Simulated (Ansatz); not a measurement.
## Ansatz (development build ahead of 0.2.0) run

```yaml
crystal:
  periodic: [false, false, false]
  atoms:
    - { symbol: H, position_ang: [0.0, 0.0, -1.38256] }
    - { symbol: Br, position_ang: [0.0, 0.0, 0.0395] }
basis:
  gaussian: { orbitals: cc-pVTZ }
hamiltonian:
  xc: hf
correlation:
  method: mp2
  frozen_orbitals: { Br: 9, H: 0 }
```

The input is written out in the form of the current development build from the run's settings.

The run gave:

| Property | Result |
| --- | --- |
| Converged | yes |
| Reference energy | -2573.04830 hartree |
| Correlation energy | -0.23764 hartree |
| Total energy | -2573.28594 hartree |
| Spin squared of the determinant | 0.000 |
